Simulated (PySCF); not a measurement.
**Radial density of Xe (xenon, neutral)**

UHF, [Kr] 4d10 5s1 5p6 6s1, high-spin 3S determinant (an excited configuration). Computed with PySCF 2.14 in aug-cc-pV5Z-PP with ECP28MDF (8s8p6d4f3g2h, 139 functions), with a scalar-relativistic core potential. This is the valence pseudo-density: the core potential removes the inner electrons and smooths the orbitals near the nucleus.

```csv
r (bohr),4πr²ρ (e/bohr),4πr²(ρα − ρβ)
0.00122,1.748e-05,0.0000
0.00206,4.816e-05,0.0000
0.00347,0.0001278,0.0000
0.00583,0.0003185,0.0000
0.00981,0.0007394,0.0001
0.0165,0.001501,0.0002
0.0277,0.002526,0.0004
0.0467,0.003465,0.0004
0.0785,0.006464,0.0004
0.132,0.03919,0.0005
0.222,0.4496,0.0036
0.373,6.149,0.0806
0.628,28.27,0.1785
1.06,13.63,0.2142
1.78,4.949,0.8850
2.99,1.560,0.0851
5.03,0.2919,0.2262
8.46,0.05643,0.0563
14.2,2.413e-05,0.0000
```

Energies and moments cover only the electrons outside the core potential. The outer electron is Rydberg-like, and this basis confines it to a smaller radius and binds it less than a complete one would.
